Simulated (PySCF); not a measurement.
## C₆ coefficients of unlike pairs at PBE

Calculated with PySCF 2.14 from the dipole response of each species, C₆(A,B) = (3/π) ∫ α_A(iu) α_B(iu) du, in atomic units, from isotropic polarisabilities. For ions this is the dispersion term alone; charge-induced terms of lower order in 1/R come first.

```
species           configuration                                                                                              basis      relativity  α (bohr³)  C₆ (like pair)
     Ir  [Xe] 4f14 5d7 6s2 (4F)                                                            aug-cc-pVDZ-PP with ECP60MDF (5s5p4d2f)  core potential      47.40           501.6
     Kr               [Kr] (1S)                                                                            aug-cc-pVDZ-DK (6s5p3d)   spin-free X2C      15.48           118.7
     Xe               [Xe] (1S)                               def2-QZVPPD with the def2 core potential (28 electrons) (8s7p5d4f1g)  core potential      28.92           309.7
 Rh(2+)           [Kr] 4d7 (4F)  aug-cc-pVTZ-PP with one added diffuse shell each of s, p, d, f, g type with ECP28MDF (7s7p6d4f3g)  core potential      7.782           41.51
```

(1) Estimate C₆ for Xe with Kr.

No spin-orbit coupling is included.

The other pairs:

```tsv
pair	C₆
Rh(2+), Xe	108.3
Rh(2+), Kr	68.66
Xe, Ir	387.3
Kr, Ir	233.2
Rh(2+), Ir	130.6
```

## Answers

(1) The integral gives 190.1. The combination rule 2 C_A C_B / (C_A α_B/α_A + C_B α_A/α_B) gives 189.7 and the geometric mean 191.7.
